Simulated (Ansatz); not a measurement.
Mulliken charges of CH$_{5}$F$_{2}$NSn (`[CH3][Sn]([NH2])([F])[F]`) from r2SCAN/def2-TZVPP in Ansatz (PBE0-D4/def2-TZVP geometry).

| atom | x (Å) | y (Å) | z (Å) | charge (e) |
| --- | --- | --- | --- | --- |
| C1 | -1.641 | -0.547 | -0.104 | -0.476 |
| Sn2 | 0.254 | 0.356 | -0.276 | 1.336 |
| N3 | 1.791 | -0.224 | 0.867 | -0.571 |
| F4 | 0.872 | 0.148 | -2.080 | -0.489 |
| F5 | 0.031 | 2.246 | -0.017 | -0.490 |
| H6 | -2.013 | -0.414 | 0.911 | 0.118 |
| H7 | -1.555 | -1.608 | -0.332 | 0.121 |
| H8 | -2.316 | -0.067 | -0.812 | 0.122 |
| H9 | 2.608 | -0.426 | 0.302 | 0.167 |
| H10 | 2.052 | 0.485 | 1.543 | 0.162 |

Q: By hand: the dipole of these point charges (1 e Å = 4.8032 D).

A: Σ q r = (-0.284, -0.553, 0.480) e Å, of length 0.785 e Å = 3.77 D.

Q: How does the dipole of the full density compare? (An estimate is asked.)

A: Ansatz gave: (-0.181, -0.417, 0.406) e Å, 2.93 D; the point charges give 1.29 times that, at 5° from its direction.

Point charges leave out the atoms' own dipoles, such as those of lone pairs, and Mulliken's split depends on the basis, so the two needn't agree.
